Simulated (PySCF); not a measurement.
Identify the unknown among the candidates.

All candidates are C6H9F.

- 1H NMR: chemical shifts (computed TMS as zero) by class: 5.75 (1 H), 5.33 (1 H), 5.06 (1 H), 2.00 (3 H), 1.90 (3 H) ppm [GIAO PBE0/pcSseg-1]
- Dipole: 1.72 D [PBE0/def2-SVPD]
- Polarisability: 79.1 au [PBE0/def2-SVPD]
- Triplet: lowest triplet excitation (Tamm–Dancoff): 3.21 eV [TDA PBE0/def2-SVPD]
- UV, first state: lowest singlet excitation: 5.64 eV (220 nm, f = 0.636) [TDDFT PBE0/def2-SVPD]
- 13C NMR: chemical shifts (computed TMS as zero) by class: 168.4 (1 C), 142.3 (1 C), 119.9 (1 C), 110.7 (1 C), 21.3 (1 C), 13.2 (1 C) ppm [GIAO PBE0/pcSseg-1]
- Rotational structure: rotational constants A, B, C: 4.512, 1.888, 1.354 GHz [GFN2-xTB]
- NMR, other nuclei: isotropic shieldings of nuclei other than C and H, by class: 302 (1 F) ppm [GIAO PBE0/pcSseg-1]

Gas-phase values; electronic properties from PySCF, density fitting. Levels stand in brackets. The structure is a single GFN2-xTB conformer in the gas phase; no vibrational or solvent corrections. Each NMR value is the plain mean over a class of atoms that symmetry, rotation or inversion makes alike.

Question: Which candidate is it?
A. `C/C=C\C=C\CF`
B. `C=C1CCC[C@@H]1F`
C. `C=C(C)/C(F)=C/C`
D. `C[C@@H]1C=C(F)CC1`

Answer: C. It is `C=C(C)/C(F)=C/C`. Numbering: `[CH2:1]=[C:2]([CH3:3])/[C:4]([F:5])=[CH:6]/[CH3:7]`. Its formula, C6H9F, gives 2 degrees of unsaturation: 0 rings and 2 π bonds in the structure found. 6 carbons fall into 6 classes; from least to most shielded: vinylic C–F carbon [C4] (168.4 ppm), fully substituted alkene carbon [C2] (142.3 ppm), terminal =CH2 carbon [C1] (119.9 ppm), alkene CH carbon [C6] (110.7 ppm), allylic carbon [C3] (21.3 ppm), allylic carbon [C7] (13.2 ppm). Hydrogen classes from least to most shielded: 1 H on a terminal =CH2 carbon, C1 (5.75 ppm), 1 H on a terminal =CH2 carbon, C1 (5.33 ppm), 1 H on an alkene CH carbon, C6 (5.06 ppm), 3 H on an allylic carbon, C7 (2.00 ppm, a mean of values up to 0.9 ppm apart in this geometry), 3 H on an allylic carbon, C3 (1.90 ppm). The other shieldings belong to: 302 ppm, vinyl fluorine [F5]. S1 is mainly HOMO→LUMO (weight 0.96); the largest Löwdin shares of the orbital it empties are 0.25 on the alkene CH carbon, 0.21 on the terminal =CH2 carbon, 0.18 on the vinylic C–F carbon and 0.14 on the fully substituted alkene carbon, of the orbital it fills 0.25 on the terminal =CH2 carbon, 0.19 on the alkene CH carbon, 0.18 on the fully substituted alkene carbon and 0.13 on the vinylic C–F carbon. The optimised geometry has point group Cs and is an asymmetric top.

The others, at the same levels:
- `C[C@@H]1C=C(F)CC1` fails: its computed 13C shifts are 172.3 (1 C), 114.8 (1 C), 39.4 (1 C), 34.3 (1 C), 31.8 (1 C), 25.1 (1 C) ppm, 1H shifts are 5.00 (1 H), 2.94 (1 H), 2.73 (1 H), 2.43 (1 H), 2.13 (1 H), 1.36 (1 H), 1.10 (3 H) ppm and rotational constant A is 5.265 GHz (against 4.512 GHz).
- `C/C=C\C=C\CF` fails: its computed 13C shifts are 136.0 (1 C), 135.7 (1 C), 135.4 (1 C), 129.5 (1 C), 86.8 (1 C), 16.9 (1 C) ppm, 1H shifts are 7.13 (1 H), 6.26 (1 H), 5.78 (1 H), 5.64 (1 H), 5.46 (2 H), 1.99 (3 H) ppm and rotational constant A is 6.215 GHz (against 4.512 GHz).
- `C=C1CCC[C@@H]1F` fails: its computed 13C shifts are 159.2 (1 C), 119.4 (1 C), 98.1 (1 C), 37.3 (1 C), 34.8 (1 C), 24.6 (1 C) ppm, 1H shifts are 5.84 (1 H), 5.73 (1 H), 5.50 (1 H), 2.71 (1 H), 2.45 (1 H), 2.26 (1 H), 1.86 (1 H), 1.79 (1 H), 1.47 (1 H) ppm and rotational constant A is 3.494 GHz (against 4.512 GHz).

Each candidate is one conformer, not necessarily the lowest. The conformers computed, where there is a choice (atom-mapped SMILES and torsion angles):
- `[CH2:1]=[C:2]([CH3:3])/[C:4]([F:5])=[CH:6]/[CH3:7]`: C1–C2–C4–F5 0°
- `[CH3:1]/[CH:2]=[CH:3]\[CH:4]=[CH:5]\[CH2:6][F:7]`: C2–C3–C4–C5 180°, C4–C5–C6–F7 0°

The conformers of `C[C@@H]1C=C(F)CC1` and `C=C1CCC[C@@H]1F` aren't listed.
